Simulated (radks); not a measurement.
Q: The mean radii <r> (bohr) of the occupied orbitals of an atom or ion are listed with their occupations. Calculated with a radial shooting solver on a logarithmic mesh with Libxc functionals: scalar-relativistic Kohn-Sham, SCAN, spin-polarised, spherical densities, finite nucleus; meta-GGA in the generalised Kohn-Sham scheme; Fermi nuclear charge, rms radius of each element as measured or else 0.836 A^(1/3) + 0.57 fm.

orbital  occ.      <r>
1s          2  0.05165

Name the element and its charge. Open shells, if any, are filled with parallel spins first.

A: Z = 29, copper, charge +27: Cu27+ in [He]. The 1s radius gives Z: for a bare nucleus <r> = (2 gamma + 1)/(2Z) with gamma = sqrt(1 - (Z/c)^2), 0.05094 bohr for Z = 29, and screening makes it slightly larger (0.05165 here). The occupations add up to 2, and the charge is Z minus that.
